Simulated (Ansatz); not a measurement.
Cost and result for the atomization energy of C$_{2}$H$_{9}$B$_{2}$N (14 atoms, 14 bonds).

Z-matrix (Å, degrees):
```
C
C 1 1.509
B 1 1.551 2 119.8
H 1 1.109 2 109.3 3 119.2
H 1 1.097 2 109.2 3 -130.1
N 2 1.498 1 114.2 3 -59.7
B 2 1.568 1 124.7 3 -133.0
H 2 1.088 1 113.0 3 66.6
H 3 1.198 1 120.4 2 -166.0
H 3 1.202 1 121.5 2 17.7
H 6 1.009 2 115.8 1 -5.7
H 6 1.008 2 116.8 1 129.6
H 7 1.199 2 120.1 1 -159.2
H 7 1.202 2 117.4 1 3.0
```

The species carries charge 0 and has multiplicity 1. The bonds changed during the relaxation, so this is another structure than the one it started from. All single points use the PBE0-D4/def2-TZVP geometry. It is one conformer, not always the lowest. Program: Ansatz. All runs use 4 threads of an Arm Neoverse V1 on a shared host. Times are those of one run each, without the atoms' runs, and a repeat can differ threefold. Electronic energies, without spin–orbit coupling; frozen cores. CCSD(T)/CBS adds CCSD(T) − MP2 in def2-TZVPP to the MP2 limit, and its time is that of the two runs behind it. T1 = 0.010. B3LYP takes the VWN-RPA correlation (the form of Gaussian; ORCA's B3LYP/G).

CCSD(T)/CBS is a level of theory with its own doubt, some kJ/mol a heavy atom from the limit and from the frozen cores, so smaller differences don't rank the functionals.

```tsv
level	functions	wall time
PBE0-D4/def2-TZVPP	281	2.9 s
PBE-D4/def2-TZVPP (with forces)	281	3 s
r2SCAN-D4/def2-TZVPP (with forces)	281	4.9 s
B3LYP-D4/def2-TZVPP (with forces)	281	5 s
B2PLYP/def2-TZVPP	281	6 s
ωB97X-V/def2-TZVPP	281	8 s
ωB97M-V/def2-TZVPP (with forces)	281	12 s
MP2/def2-QZVPP	555	30 s
CCSD(T)/def2-TZVPP	281	2.9 min
CCSD(T)/CBS(def2)	–	3.4 min
```

(1) What atomization energy does each give, and how far from CCSD(T)/CBS? (Estimate.)

Answers

(1) The calculation gave: 
| level | atomization (kcal/mol) | difference from CCSD(T)/CBS | per bond |
| --- | --- | --- | --- |
| PBE0-D4/def2-TZVPP | 1240.7 | 15.3 | 1.1 |
| PBE-D4/def2-TZVPP (with forces) | 1255.3 | 29.9 | 2.1 |
| r2SCAN-D4/def2-TZVPP (with forces) | 1235.9 | 10.5 | 0.7 |
| B3LYP-D4/def2-TZVPP (with forces) | 1236.9 | 11.5 | 0.8 |
| B2PLYP/def2-TZVPP | 1221.4 | -4.0 | -0.3 |
| ωB97X-V/def2-TZVPP | 1235.6 | 10.2 | 0.7 |
| ωB97M-V/def2-TZVPP (with forces) | 1238.5 | 13.1 | 0.9 |
| MP2/def2-QZVPP | 1228.2 | 2.8 | 0.2 |
| CCSD(T)/def2-TZVPP | 1198.2 | -27.2 | -1.9 |
| CCSD(T)/CBS(def2) | 1225.4 | 0.0 | 0.0 |

In def2-TZVPP, CCSD(T) changes the Hartree–Fock value by +276.4 kcal/mol (the triples alone add +14.7 kcal/mol) and MP2 by +290.4 kcal/mol; breaking electron pairs costs correlation energy, which Hartree–Fock lacks. From PBE to PBE0 (25 % exact exchange), in def2-TZVPP and without D4, the atomization energy moves by −13.6 kcal/mol: exact exchange takes away binding that semilocal exchange gives to molecules. The D4 term adds +9.4 kcal/mol with B3LYP and +4.9 kcal/mol with PBE0; it sums over pairs of atoms, weighted by their polarisabilities, and B3LYP, whose exchange is more repulsive, gets the larger term.
